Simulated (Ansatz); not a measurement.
Process, species as SMILES: CCC(=O)CC + 6 [H][H] (H2) → 5 C (CH4) + O (H2O)
Geometries: B3LYP-D3(BJ)/def2-TZVP minima from Ansatz (a program for electronic structure), one conformer each, not searched for the lowest.

Quantity: energy of full hydrogenation (electronic energy difference), in eV. Valence correlation only, unless marked. No spin-orbit coupling. Non-relativistic. CBS(X,Y): correlation extrapolated as X^-3; Hartree-Fock from the larger set.

```json
[
 {"level": "PBE/def2-TZVPD", "program": "Ansatz", "energy of full hydrogenation (eV)": "-4.66"},
 {"level": "BLYP/def2-TZVPD", "program": "Ansatz", "energy of full hydrogenation (eV)": "-4.71"},
 {"level": "revPBE/def2-TZVPD", "program": "Ansatz", "energy of full hydrogenation (eV)": "-4.67"},
 {"level": "BHLYP-D3(BJ)/def2-TZVPD", "program": "Ansatz + dftd3", "energy of full hydrogenation (eV)": "-4.94"}
]
```

Q: Predict the CCSD(T)/CBS(cc-pVTZ,cc-pVQZ) result (Ansatz).

A: -4.69 eV, so BHLYP-D3(BJ)/def2-TZVPD differs from it by -0.25 eV.
